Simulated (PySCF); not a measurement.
6H-1,3-oxazine (C4H5NO), SMILES C1=CN=COC1.

Geometry optimised at B3LYP-D3(BJ)/def2-SVP. The geometry has at least one imaginary mode, so it is a saddle point at that level. Other conformers were not sampled.

Method: TDA-LC-ωPBE/def2-SVPD run with PySCF 2.14.0.

Vertical excitations. Isolated molecule, no solvent. State labels are in the subgroup Cs.

```tsv
state	symmetry	energy (eV)	λ (nm)	f	main pairs
S1	A'	5.22	237	0.117	HOMO→LUMO 95 %
S2	A"	5.33	232	0.003	HOMO−1→LUMO 97 %
S3	A"	6.75	184	0.000	HOMO→LUMO+1 84 %
S4	A"	7.62	163	0.006	HOMO−3→LUMO 95 %
S5	A"	7.76	160	0.000	HOMO→LUMO+2 52 %, HOMO→LUMO+5 16 %, HOMO→LUMO+3 13 %
S6	A"	7.91	157	0.028	HOMO→LUMO+3 62 %, HOMO→LUMO+2 21 %
S7	A'	8.08	154	0.022	HOMO→LUMO+4 53 %, HOMO−2→LUMO 35 %
S8	A"	8.32	149	0.002	HOMO→LUMO+5 38 %, HOMO→LUMO+2 18 %, HOMO→LUMO+6 16 %, HOMO→LUMO+3 11 %
S9	A'	8.42	147	0.000	HOMO−1→LUMO+1 63 %, HOMO−1→LUMO+2 13 %, HOMO−1→LUMO+3 10 %
S10	A"	8.50	146	0.003	HOMO−1→LUMO+8 45 %, HOMO−1→LUMO+4 40 %, HOMO−5→LUMO 7 %
T1	A'	3.03	410	0	HOMO→LUMO 91 %
T2	A"	4.86	255	0	HOMO−1→LUMO 91 %
T3	A'	5.26	236	0	HOMO−2→LUMO 40 %, HOMO→LUMO+8 29 %, HOMO→LUMO+4 18 %
T4	A"	6.61	188	0	HOMO→LUMO+1 81 %
```
Triplets are in the Tamm–Dancoff approximation.
